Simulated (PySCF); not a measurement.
How do the members of this family differ from one of them?

PySCF, B3LYP/def2-SVPD, density fitting, gas phase; each molecule at its own PBE0-D3(BJ)/def2-SVP geometry, one conformer. Singlet excitations by full TDDFT with frozen cores and triplets by Tamm–Dancoff TDDFT. 

Torsions of the conformers computed, which needn't be the lowest (atom-mapped SMILES):
- `[CH2:1]=[CH:2][c:3]1[cH:4][cH:5][cH:6][n+:7]([AlH3-:8])[cH:9]1`: C1–C2–C3–C4 0°
- `[AlH3-:1][n+:2]1[cH:3][cH:4][cH:5][c:6]([S:7][SiH3:8])[cH:9]1`: C5–C6–S7–Si8 -175°
- `[CH3:1][S:2][c:3]1[cH:4][cH:5][cH:6][n+:7]([AlH3-:8])[cH:9]1`: C1–S2–C3–C4 180°
- `[CH2:1]=[N:2][c:3]1[cH:4][cH:5][cH:6][n+:7]([AlH3-:8])[cH:9]1`: C1–N2–C3–C4 -46°
- `[H]/[N:1]=[CH:2]\[c:3]1[cH:4][cH:5][cH:6][n+:7]([AlH3-:8])[cH:9]1`: N1–C2–C3–C4 -179°
- `[O:1]=[CH:2][O:3][c:4]1[cH:5][cH:6][cH:7][n+:8]([AlH3-:9])[cH:10]1`: O1–C2–O3–C4 0°, C2–O3–C4–C5 -2°
- `[AlH3-:1][n+:2]1[cH:3][cH:4][cH:5][c:6]([O:7][GeH3:8])[cH:9]1`: C5–C6–O7–Ge8 180°

Reference: `Fc1ccc[n+]([AlH3-])c1`, with HOMO energy -7.03 eV, LUMO energy -2.62 eV, lowest singlet excitation 3.74 eV, lowest triplet excitation 3.52 eV, mean polarisability 98.4 au and dipole moment 6.52 D.

Changes against it:

```csv
molecule,Δ HOMO energy (eV),Δ LUMO energy (eV),Δ lowest singlet excitation (eV),Δ lowest triplet excitation (eV),Δ mean polarisability (au),Δ dipole moment (D)
CSc1ccc[n+]([AlH3-])c1,+0.16,+0.29,+0.11,-0.29,+37.0,-0.15
C=Nc1ccc[n+]([AlH3-])c1,+0.18,+0.06,-0.06,-0.21,+24.0,+1.88
[H]/N=C\c1ccc[n+]([AlH3-])c1,-0.06,-0.28,-0.19,-0.14,+21.4,-0.11
O=COc1ccc[n+]([AlH3-])c1,+0.03,+0.07,+0.04,+0.06,+20.8,-0.79
[AlH3-][n+]1cccc([O][GeH3])c1,+0.23,+0.46,+0.20,+0.06,+35.5,+0.49
```

Rows whose labels were lost:

| row | Δ HOMO energy (eV) | Δ LUMO energy (eV) | Δ lowest singlet excitation (eV) | Δ lowest triplet excitation (eV) | Δ mean polarisability (au) | Δ dipole moment (D) |
| --- | --- | --- | --- | --- | --- | --- |
| P | +0.20 | +0.23 | +0.06 | -0.13 | +45.3 | +1.44 |
| Q | +0.10 | +0.19 | +0.07 | -0.09 | +52.1 | -0.41 |
| R | +0.17 | -0.03 | -0.15 | -0.44 | +30.5 | +1.04 |

Question: Which row belongs to which of `C=Cc1ccc[n+]([AlH3-])c1`, `CC#Cc1ccc[n+]([AlH3-])c1` and `[AlH3-][n+]1cccc(S[SiH3])c1`?

Answer: P = `CC#Cc1ccc[n+]([AlH3-])c1`, Q = `[AlH3-][n+]1cccc(S[SiH3])c1` and R = `C=Cc1ccc[n+]([AlH3-])c1`. P and Q are told apart most clearly by the dipole moment (+1.44 against -0.41 D); P and R are told apart most clearly by the mean polarisability (+45.3 against +30.5 au); Q and R are told apart most clearly by the mean polarisability (+52.1 against +30.5 au).

Question: Fit a straight line for the change of the LUMO energy against that of the lowest singlet excitation over the labelled rows, and test it on P, Q and R.

Answer: Over the 5 labelled rows the slope is 1.8 eV/eV, the intercept +0.08 eV, r = 0.98 and the standard error 0.071 eV. P: predicted +0.19, computed +0.23 eV; Q: predicted +0.21, computed +0.19 eV; R: predicted -0.19, computed -0.03 eV. The mean miss is 0.071 eV, against 0.11 eV for guessing the labelled rows' mean: the line helps only a little.
